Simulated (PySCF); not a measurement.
C3H10N2Si2.
Z-matrix (Å and degrees, GFN2-xTB geometry), rows numbered from 1:
```
C 
C   1  1.3194
C   2  1.5000  1  124.75
N   3  1.4362  2  111.36  1   120.03
Si  4  1.7426  3  131.09  2    84.89
N   5  1.7395  4   82.93  3  -168.98
Si  6  1.7395  5   97.17  4     3.25
H   1  1.0773  2  122.28  3  -178.05
H   1  1.0782  2  121.56  3     2.66
H   2  1.0821  1  120.95  3   176.73
H   3  1.0975  2  109.20  1  -119.93
H   3  1.0958  2  109.68  1    -1.32
H   5  1.4613  4  112.44  3    75.89
H   5  1.4627  4  116.57  3   -56.21
H   6  1.0020  5  131.37  4  -175.82
H   7  1.4613  4  116.00  3    56.09
H   7  1.4610  4  112.28  3   -76.15
```

The calculation used PySCF 2.14.0, density-fitted response routines, TDDFT B3LYP/def2-SVPD, vertical, gas phase, core orbitals frozen in the response.

Kohn–Sham orbitals with the atoms that hold most of them (Löwdin shares over 4%, at most four atoms; ? is withheld):

```tsv
orbital	ε (eV)	atoms
LUMO+2	0.55	Si5 23%, Si7 20%, C2 7%, C1 7%
LUMO+1	-0.01	C1 30%, C2 30%, H9 6%, H8 5%
LUMO	?	?
HOMO	-6.34	?
HOMO-1	-7.03	N6 45%, Si7 12%, Si5 12%, H16 6%
HOMO-2	-7.45	C1 36%, C2 34%, C3 8%
HOMO-3	-8.70	N4 32%, Si5 12%, Si7 11%, C3 11%
```

Task: Which atoms hold the LUMO, and with what shares?

Result: Si5 (bonded to 2 N and 2 H) 22%; Si7 (bonded to 2 N and 2 H) 19%; N6 (bonded to 2 Si and H) 8%; N4 (bonded to C and 2 Si) 8%. By element: silicon 41%, nitrogen 15%.

Task: Which atoms hold the HOMO, and with what shares?

Result: N4 (bonded to C and 2 Si) 49%; N6 (bonded to 2 Si and H) 16%; C3 (bonded to C, N and 2 H) 7%; C2 (bonded to 2 C and H) 7%. By element: nitrogen 64%, carbon 14% or more.

Task: What is the LUMO energy, and the HOMO–LUMO gap?

Result: ε(LUMO) = -0.75 eV; the gap is 5.59 eV (0.2055 hartree).

Task: The HOMO–LUMO gap is 5.59 eV. Where does the response calculation put the lowest singlet, and from which orbitals?

Result: S1 is at 4.56 eV (f = 0.0071), 1.03 eV below the gap, made of HOMO→LUMO (99%). Without the coupling terms of the response equations the lowest excitation would equal the gap.

Task: Give energy, strength and leading configuration of S1, S2, S3, S4 and S7, and follow the Löwdin shares of the leading atoms from the occupied to the empty orbital.

Result: 
- S1 (4.56 eV, f 0.0071), HOMO→LUMO (99%): N4 49% → 8%, N6 16% → 8%, Si5 at most 7% → 22%, Si7 at most 7% → 19%
- S2 (5.20 eV, f 0.0023), HOMO-1→LUMO (99%): N6 45% → 8%, Si7 12% → 19%, Si5 12% → 22%
- S3 (5.41 eV, f 0.029), HOMO→LUMO+1 (96%): N4 49% → at most 6%, N6 16% → at most 6%, C1 at most 7% → 30%, C2 7% → 30%
- S4 (5.97 eV, f 0.0067), HOMO-2→LUMO (73%): C1 36% → at most 8%, C2 34% → at most 8%, Si5 at most 4% → 22%, Si7 at most 4% → 19%
- S7 (6.27 eV, f 0.0025), HOMO-1→LUMO+1 (89%): N6 45% → at most 6%, Si7 12% → at most 6%, C1 at most 6% → 30%, C2 at most 6% → 30%

One conformer stands for the species.
